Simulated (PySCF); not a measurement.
All of these have the formula C3H7FOSi. Theory: TDDFT wB97X-D/def2-SVPD, vertical, gas phase, core orbitals frozen in the response in PySCF. Geometries: GFN2-xTB; one conformer of each isolated species. Triplets are in the Tamm–Dancoff approximation. 'Strongest' means the level of largest summed f among the lowest 8 singlets; it needn't be the same kind of state in each.

Problem. Rank by computed HOMO energy, lowest first.
A. `CC[Si@@H](F)C=O`
B. `C=C(OC)[SiH2]F`
C. `C[Si@@H]1OC[C@@H]1F`
D. `F/C=C\CO[SiH3]`
E. `[C@@H]1(C)CO[Si@H]1F`

Solution. E (-9.95 eV), C (-9.74 eV), D (-9.42 eV), A (-9.10 eV), B (-8.97 eV).

| SMILES | HOMO (eV) | S1 (eV) | T1 (eV) | α (au) | strongest (eV) | S1 mainly |
| --- | --- | --- | --- | --- | --- | --- |
| C[C@@H]1CO[Si@H]1F | -9.95 | 7.15 | 6.65 | 59.6 | 8.90 | H→L (88%) |
| C[Si@@H]1OC[C@@H]1F | -9.74 | 6.79 | 6.28 | 62.3 | 8.04 | H→L (93%) |
| F/C=C\CO[SiH3] | -9.42 | 7.08 | 4.59 | 67.7 | 7.52 | H→L (46%) |
| CC[Si@@H](F)C=O | -9.10 | 3.16 | 2.51 | 63.5 | 8.19 | H→L (97%) |
| C=C(OC)[SiH2]F | -8.97 | 6.49 | 4.30 | 66.6 | 6.71 | H→L+1 (90%) |

H and L stand for HOMO and LUMO.
